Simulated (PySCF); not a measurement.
Calculation: PBE0-D4/def2-TZVP (PySCF). All species are isolated molecules in the gas phase. One relaxed conformer stands for a flexible species; it need not be the lowest. 

Reference species (SMILES): `Br[Si](Br)(Br)Br` (neutral, multiplicity 1).

- LUMO: -1.64 eV
- HOMO: -8.69 eV

Changed species: `O[Si](O)(Br)Br` (H–O–Si–Br torsion -66°, Br–Si–O–H torsion -46°) (2 of 4 Br replaced by OH; the reference has 0 of 4 Br replaced by OH).

Task: What does the change do to the LUMO and HOMO?

Result: the LUMO goes up by 1.44 eV, to -0.20 eV; the HOMO rises by 0.26 eV, to -8.43 eV.
